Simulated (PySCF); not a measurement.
Working out the ionisation energy of Cr

Cr [Ar] 3d5 4s1 (7S) → Cr⁺ [Ar] 3d5 (6S). Computed with PySCF 2.14 in aug-cc-pVDZ-DK, with scalar relativity by spin-free X2C-1e. Frozen: [Ar]. Energies in hartree (1 hartree = 27.21139 eV):

| part | Cr (lower) | Cr⁺ (upper) |
| --- | --- | --- |
| UHF | -1049.653594 | -1049.432637 |
| MP2 opposite-spin | 0.000000 | 0.000000 |
| MP2 same-spin | -0.083178 | -0.066150 |

Task: What does Hartree-Fock give?

Result: (-1049.432637) − (-1049.653594) = 0.220957 hartree = 6.013 eV.

Task: What do MP2 and SCS-MP2 (6/5 opposite-spin, 1/3 same-spin) give?

Result: The opposite-spin parts differ by 0.000 eV and the same-spin parts by 0.463 eV. MP2: 6.013 + (0.000) + (0.463) = 6.476 eV. SCS-MP2: 6.013 + 1.2 × (0.000) + (0.463)/3 = 6.167 eV.

Measured between the centres of the two terms (NIST): 6.767 eV, so MP2 (valence) is off by -0.291 eV.

A double-zeta basis recovers only part of the correlation energy.

What remains against the reference includes basis incompleteness, the frozen core and correlation beyond second order.
